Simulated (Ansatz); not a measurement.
Two members of one family (Series SiX2), computed with Ansatz in the gas phase. The two geometries come from different levels. Binding counts from free atoms in the multiplicity of their measured ground term, without zero-point energy. A dash marks a value that wasn't run or was left out as unsound. The structures are stationary points that may keep the symmetry of their start.

First: SiBr2 (singlet, charge 0, PBE-D4/def2-TZVP geometry).

```xyz
3

Si   -0.473   -0.221   -0.792
Br    1.726    0.293   -0.545
Br   -1.254   -0.072    1.337
```

```
              level  HOMO (eV)  LUMO (eV)  gap (eV)  vertical IE (eV)  vertical triplet (eV)  binding per atom (eV)
    PBE-D4/def2-SVP      -6.44      -3.79      2.65                 –                      –                   2.70
   PBE-D4/def2-TZVP      -6.53      -3.86      2.68              9.41                   2.13                   2.72
r2SCAN-D4/def2-TZVP      -6.76      -3.83      2.93              9.49                   1.92                   2.65
  PBE0-D4/def2-TZVP      -7.59      -3.14      4.45              9.60                   2.06                   2.62
 HSE06-D4/def2-TZVP      -7.20      -3.52      3.69                 –                      –                   2.63
```

Second: Si(NH2)2 (singlet, charge 0, PBE0-D4/def2-TZVP geometry).

Cartesian coordinates in Å:
```
Si 1.017 -0.372 -0.338
N 0.083 0.952 -0.906
H 0.428 1.533 -1.653
H -0.822 1.255 -0.580
N -0.023 -0.974 0.887
H 0.243 -1.778 1.429
H -0.927 -0.615 1.161
```

Estimate the same table for the second.


| level | HOMO (eV) | LUMO (eV) | gap (eV) | vertical IE (eV) | vertical triplet (eV) | binding per atom (eV) |
| --- | --- | --- | --- | --- | --- | --- |
| PBE-D4/def2-SVP | -5.02 | -0.73 | 4.29 | – | – | 3.59 |
| PBE-D4/def2-TZVP | -5.25 | -1.06 | 4.19 | 8.56 | 3.37 | 3.62 |
| r2SCAN-D4/def2-TZVP | -5.44 | -0.93 | 4.51 | 8.47 | 3.14 | 3.51 |
| PBE0-D4/def2-TZVP | -6.33 | -0.26 | 6.08 | 8.61 | 3.27 | 3.52 |
| HSE06-D4/def2-TZVP | -5.93 | -0.63 | 5.30 | – | – | 3.53 |
